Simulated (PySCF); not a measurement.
H3Si, SMILES [SiH3-], charge -1.

The structure is a stationary point at PBE0-D3(BJ)/def2-TZVPD.

All values below come from HF/def2-TZVPD (PySCF).

Gas-phase values at a fixed geometry.

```yaml
total_energy: -290.64064 hartree
point_group: C3v
highest_occupied_level: -1.82 eV
lowest_empty_level: 6.25 eV
orbital_gap: 8.07 eV
dipole_moment_about_the_centre_of_nuclear_charge: 0.54 D
mean_static_polarisability: 63.0 bohr³ (9.34 Å³)
polarisability_principal_values: 58.4, 58.4, 72.4 bohr³
```
